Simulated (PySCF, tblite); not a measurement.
Problem. Give a GFN2-xTB geometry of `C=C[P@@H](=S)/C=C/PC`.

Solution. 
```
atom  x, y, z in Å
C1    -3.7671    0.3761   -0.6081
C2    -2.9170   -0.2954    0.1500
P3    -1.4189   -1.0159   -0.5807
S4    -1.2151   -0.8656   -2.4912
C5    -0.0617   -0.3423    0.4163
C6     0.9656    0.2388   -0.1913
P7     2.3973    0.9422    0.6982
C8     3.7105    0.2129   -0.3863
H9    -3.5736    0.4944   -1.6648
H10   -4.6698    0.8203   -0.2217
H11   -3.0601   -0.4462    1.2120
H12   -1.4982   -2.3189   -0.0630
H13   -0.1330   -0.4283    1.4923
H14    0.9709    0.2850   -1.2793
H15    2.3282    2.1595    0.0046
H16    3.8155   -0.8448   -0.1479
H17    3.4627    0.3251   -1.4402
H18    4.6554    0.7095   -0.1752
```

Any rigid rotation of these coordinates is as good. Atoms count from 1 in this order. P3 (phosphorus bonded to 2 C, S and H) is distorted tetrahedral (angles from 100.0° to 117.1°). P7 (phosphine phosphorus) is pyramidal (angles 96.8°, 95.0° and 93.1°, sum 285.0°, 0.87 Å off the plane of its three neighbours). The C–P distances run from 1.814 Å (P3–C5, drawn single) to 1.853 Å (P7–C8, drawn single), a spread of 0.039 Å. Of the pairs four or more bonds apart, S4···H14 is among the closest relative to their van der Waals radii: 2.75 Å, 92 % of the sum of Bondi's values.

Bonds between heavy atoms (Å): C1=C2 1.322, C2–P3 1.816, P3=S4 1.927, P3–C5 1.814, C5=C6 1.327, C6–P7 1.826, P7–C8 1.853.

Structure optimised with GFN2-xTB, isolated species.

Point group: C1 (no symmetry element, even within 0.4 Å). Its GFN2-xTB frequencies are all real (lowest 18 cm⁻¹). The numbers are those of one conformer (C1–C2–P3–S4 -4°, C2–P3–C5–C6 -129°, C5–C6–P7–C8 134°). 3 starts were optimised and ended at 0.00, 0.79 and 1.03 kcal/mol (GFN2-xTB); the lowest of these is shown.

These are computed values.
